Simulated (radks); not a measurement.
Results of a calculation; reference values are marked as such.
Isoelectronic series with 26 electrons, all held in the configuration [Ar] 3d6 4s2, which need not be the ground one along the series. Code: a radial shooting solver on a logarithmic mesh with Libxc functionals. Model: Dirac Kohn-Sham, PBE, spin-unpolarised, spherical densities, point nucleus; open shells are shared between the two j in proportion to 2j + 1. Total energies (hartree) and mean radii <r> (bohr):

ion    E (hartree)   4s1/2   3d5/2   3d3/2   3p3/2
Fe     -1272.47554   2.989   1.144   1.137  0.8608
Ga5+   -1933.19795   1.605  0.6630  0.6601  0.6462
Kr10+  -2744.40349   1.157  0.4906  0.4879  0.5122
Nb15+  -3708.43665  0.9125  0.3930  0.3903  0.4237
Pd20+  -4828.76258  0.7550  0.3289  0.3261  0.3610
Sb25+  -6109.71689  0.6437  0.2832  0.2802  0.3143
Ba30+   -7556.5524  0.5603  0.2488  0.2456  0.2781
Pm35+   -9175.5688  0.4953  0.2219  0.2185  0.2492
Dy40+  -10974.3035  0.4429  0.2003  0.1967  0.2255
Lu45+  -12961.7955  0.3997  0.1825  0.1786  0.2058
Os50+  -15148.9438  0.3632  0.1676  0.1635  0.1891
Tl55+  -17549.0034  0.3320  0.1549  0.1506  0.1748
